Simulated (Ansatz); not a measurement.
Isolated molecules relaxed with PBE0-D4/def2-TZVP in Ansatz; ΔE leaves out vibrations. CBS: MP2 limit from def2 TZ/QZ plus the TZ coupled-cluster correction, frozen cores. For Se outer-core shells are correlated without core-valence functions, which leaves a few kJ/mol of doubt a bond. Scalar relativity is left out up to krypton. Each species was taken in one conformer, which may not be the lowest.

Consider the formal exchange of groups at the Se–Si bond: `C[Se][SiH2]S` + `NCCS` → `C[Se]CN` + `SC[SiH2]S`.

```json
{"species": "`C[Se][SiH2]S`", "CCSD(T)/CBS(def2) energy (Eh)": "-3129.27496"}
{"species": "`NCCS`", "CCSD(T)/CBS(def2) energy (Eh)": "-532.78946"}
{"species": "`C[Se]CN`", "CCSD(T)/CBS(def2) energy (Eh)": "-2535.71722"}
{"species": "`SC[SiH2]S`", "CCSD(T)/CBS(def2) energy (Eh)": "-1126.32104"}
```

Q: Work out ΔE.

A: ΔE = (-2535.71722) + (-1126.32104) − (-3129.27496) − (-532.78946) = 0.02616 Eh = +68.7 kJ/mol.

Largest T1 diagnostic among the species: 0.011.

From PBE to PBE0 (25 % exact exchange), in def2-TZVPP and without D4, ΔE moves by +6.2 kJ/mol. In def2-TZVPP, CCSD(T) changes the Hartree–Fock value by −11.2 kJ/mol (the triples alone add −1.9 kJ/mol) and MP2 by −10.1 kJ/mol.
